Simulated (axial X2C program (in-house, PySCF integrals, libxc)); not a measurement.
# What spin–orbit coupling does to FeIn

Calculated with an in-house relativistic program for diatomic molecules. Spin-free means the one-electron spin-free X2C Hamiltonian; two-component (2c) means X2C with spin–orbit coupling and atomic mean-field two-electron Coulomb and Gaunt terms, so the difference of the two also holds small scalar two-electron terms. Basis: In dyall-cv3z [11s12p9d4f1g], Fe dyall-cv3z [9s10p6d3f2g] (cores contracted in-house); Gaussian nuclei, density fitting, unrestricted open shells. Masses: In 114.904 u, Fe 55.935 u.

Spin-free state: M_S = 3/2, Λ = 0 (beyond evenly filled blocks: σα, δ+α, δ-α); fragments In + Fe.

```tsv
level	Re (Å)	ωe (cm⁻¹)	De (eV)	μ (D)
PBE0	2.603	195.1	1.254	0.11
LDA	2.524	212.4	2.631	-0.05
```

Dipoles are positive if Fe is the positive end.

Two-component determinant lowest at the distance of the search:

Ω = 3/2 (⟨Sz⟩ = 1.50, ⟨Lz⟩ = 0.00 at PBE0); fragments In + Fe.

```csv
level,Re (Å),ωe (cm⁻¹),μ (D)
PBE0,2.604,194.2,0.14
LDA,2.524,212.2,-0.03
```

Question: From the two tables, how do the constants change at the PBE0 level (2c against spin-free)?

Answer: At the PBE0 level Re increases by 0.001 Å and ωe goes down by 0.9 cm⁻¹.

The state is one determinant whose occupation by symmetry is held fixed; it was picked as the lowest of a PBE0 search that is not exhaustive. De is counted from the lowest determinant-based energies of the atoms at the same level, without counterpoise correction. De is not given where an atomic determinant may have missed its ground term or J level, or where the truncated virtual space spoils (T). Density functionals use the spin component along the axis (collinear). Other states lie close and PBE0, whose exact exchange favours high spin, may order them wrongly; the determinant shown need not be the ground state. The nearest other spin-free determinant of the search, M_S = 3/2, Λ = 1, lies 0.45 eV up at the distance of the search. The functionals have no current-density term, which raises determinants with orbital currents, atoms included. With several unpaired electrons one determinant need not be a pure state. This is the top spin component of a Σ state; components of lower Ω are not single determinants and can lie lower. The determinant is spin-polarised beyond a pure state at some levels (its spin-free form has ⟨S²⟩ too high), which makes Re and μ there less reliable.
